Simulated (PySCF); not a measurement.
## Vertical excitation energies

Compound: C6H10OS.
SMILES with atom numbers: `[CH3:1][CH2:2][C@@H:3]1[CH:4]=[CH:5][S@:6](=[O:7])[CH2:8]1` (hydrogens: H9, H10, H11 on C1; H12, H13 on C2; H14 on C3; H15 on C4; H16 on C5; H17, H18 on C8)

Method used: PySCF 2.14.0, density-fitted response routines, TDDFT CAM-B3LYP/def2-SVPD, vertical, gas phase, core orbitals frozen in the response. Geometry: GFN2-xTB, one conformer, isolated molecule. Torsions of this conformer, `[CH3:1][CH2:2][C@@H:3]1[CH:4]=[CH:5][S@:6](=[O:7])[CH2:8]1`: C1–C2–C3–C4 53°.

```csv
state,E (eV),λ (nm),f,|μ| (D),"main configurations (H = HOMO, L = LUMO)"
S1,4.88,254.1,0.0037,0.45,H→L (94%)
S2,5.84,212.4,0.024,1.04,"H→L+2 (64%), H→L+5 (12%)"
S3,5.98,207.2,0.0070,0.56,"H-1→L (83%), H-2→L (10%)"
S4,6.47,191.5,0.027,1.05,"H→L+1 (65%), H→L+3 (16%)"
S5,6.79,182.6,0.163,2.52,"H-2→L (74%), H-1→L (8%)"
S6,6.90,179.6,0.035,1.16,"H→L+4 (26%), H→L+6 (24%), H→L+1 (11%)"
S7,7.28,170.3,0.035,1.13,"H-1→L+2 (32%), H→L+4 (15%), H→L+7 (11%)"
S8,7.30,169.8,0.065,1.54,"H→L+3 (33%), H→L+6 (15%), H→L+8 (10%)"
```

Triplets (Tamm–Dancoff): T1 4.37 eV, H-2→L (50%), H-1→L (24%), H→L (9%); T2 4.53 eV, H→L (78%); T3 5.05 eV, H→L+2 (57%), H→L+5 (16%).

The lowest singlet lies at 4.88 eV (254 nm, ultraviolet) and is very weak; its leading configuration is HOMO→LUMO (94%). The most intense listed level is S5 at 6.79 eV (183 nm, f = 0.163), 1.91 eV above S1. Löwdin shares by element: HOMO oxygen 50%, sulfur 31%, carbon 11% or more; LUMO carbon 53% or more, sulfur 17%, oxygen 5% (atoms not listed hold the other 25%). The listed states span 2.42 eV, and the widest gap between neighbours is 0.96 eV (S1 to S2). Weighted by f, the mean energy of these states is 6.82 eV. The oscillator strengths of these states sum to 0.361; summed over the whole spectrum of an exact calculation they would give the number of electrons, 70 (Thomas–Reiche–Kuhn). Singlets were solved by full linear response, triplets in the Tamm–Dancoff approximation.
